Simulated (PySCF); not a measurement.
HgBr₂, SMILES [Br][Hg][Br].

Coordinates come from a PBE0-D3(BJ)/def2-SVP optimisation. The isomer is the one that the SMILES or the coordinates give; other isomers of the formula were not compared. The def2 effective core potentials stand for the cores of Hg; spin–orbit coupling is left out.

Two levels are set side by side: PBE/def2-TZVPD (PySCF) and PBE0/def2-TZVPD (PySCF). Same geometry, gas phase. Differences are taken from unrounded values.

```
quantity                      PBE0
---------------------------  -----
orbital gap (eV)              5.78
highest occupied level (eV)  -8.42
lowest empty level (eV)      -2.64
mean polarisability (bohr³)   80.1
```

Task: What does PBE give, and how far is it from PBE0? (Estimate from the structure and the level; the computed values follow.)

Result: 
```csv
quantity,PBE,PBE minus PBE0
orbital gap (eV),3.68,-2.10
highest occupied level (eV),-7.18,1.24
lowest empty level (eV),-3.50,-0.86
mean polarisability (bohr³),83.7,3.7
```

Without exact exchange PBE keeps part of each electron's self-repulsion, which lifts occupied levels and narrows the gap. Loosely held outer electrons make PBE densities more polarisable. Differences between two approximate levels are no errors against the true value.

Rough cost on one machine, each run with all the roots and properties that it gave: PBE0 against PBE within a factor of 2.
